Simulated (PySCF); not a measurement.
## Telling isomers of C6H13BO2 apart by NMR

- shielding tensors at PBE0/pcSseg-1 (GIAO)
- coordinates at the PBE0-D3(BJ)/def2-SVP level
- code: PySCF 2.14
- relativity neglected, isolated molecule, a single conformation, one averaged value for each set of equivalent atoms

Shifts are taken against calculated references (same method and geometry level): TMS for $^{1}$H (σ = 31.27 ppm) and $^{13}$C (σ = 184.41 ppm). Where no couplings were computed, multiplicities follow the n + 1 count of equivalent neighbours, and m marks all less simple cases (inequivalent or close neighbours, rings, F or P nearby). Couplings to H on boron are left out. Carbons bonded to boron are broad in practice. Shifts are as computed. Against solution values, carbons near 30 ppm lie about +2 ppm off and those near 130 ppm about +5 ppm. Of 1211 compounds with measured shifts, 218 miss one by over three times the rms of a fit or turn the order of signals round; such compounds aren't used in these exercises.

(1) Tabulate the signals of `C=CC(C)(C)OBOC`, `COBC1(OC)CCC1`, `CC/C=C/B(OC)OC` and their relative energies.

(2) What is the quickest way to tell C=CC(C)(C)OBOC from COBC1(OC)CCC1?

(3) What is the quickest way to tell C=CC(C)(C)OBOC from CC/C=C/B(OC)OC?

(4) What is the quickest way to tell COBC1(OC)CCC1 from CC/C=C/B(OC)OC?

## Answers

(1) 
```tsv
SMILES	carbon types	δC	δH	E rel. (kcal/mol)
C=CC(C)(C)OBOC	1×C 1×CH 1×CH2 3×CH3	156.0, 118.8, 75.0, 56.6, 31.2	6.11 (m, 1H), 5.39 (m, 1H), 5.33 (m, 1H), 4.36 (br, 1H), 3.75 (s, 3H), 1.28 (s, 6H)	9.7
COBC1(OC)CCC1	1×C 3×CH2 2×CH3	73.7, 62.6, 54.6, 30.9, 14.1	5.47 (br, 1H), 4.02 (s, 3H), 3.05 (s, 3H), 1.92 (m, 2H), 1.79 (m, 2H), 1.58 (m, 1H), 1.57 (m, 1H)	51.5
CC/C=C/B(OC)OC	2×CH 1×CH2 3×CH3	167.8, 124.3, 52.2, 34.7, 15.7	6.96 (m, 1H), 5.67 (d, 1H), 3.62 (s, 6H), 2.11 (m, 2H), 1.02 (t, 3H)	0.0
```

Energies are electronic energies at PBE0/pcSseg-1 on these geometries, without zero-point or thermal terms, each for the one conformer computed, which needn't be the lowest.

(2) Both give the same number of carbon signals, but DEPT or the intensities differ. The first has an alkene CH at 156.0 ppm, the second an sp3 CH2 in a ring at 30.9 ppm. Their most deshielded carbons lie at 156.0 and 73.7 ppm. In the proton spectra the most deshielded non-exchanging signals are 6.11 (m, 1H) and 5.47 (br, 1H).

(3) Both give the same number of carbon signals, but DEPT or the intensities differ. The first has a terminal =CH2 carbon at 118.8 ppm, the second an allylic sp3 CH2 at 34.7 ppm. Their most deshielded carbons lie at 156.0 and 167.8 ppm. In the proton spectra the most deshielded non-exchanging signals are 6.11 (m, 1H) and 6.96 (m, 1H).

(4) Both give the same number of carbon signals, but DEPT or the intensities differ. The first has a fully substituted sp3 carbon bonded to B and O (C) at 73.7 ppm, the second an alkene CH at 167.8 ppm. In the proton spectra the most deshielded non-exchanging signals are 5.47 (br, 1H) and 6.96 (m, 1H).
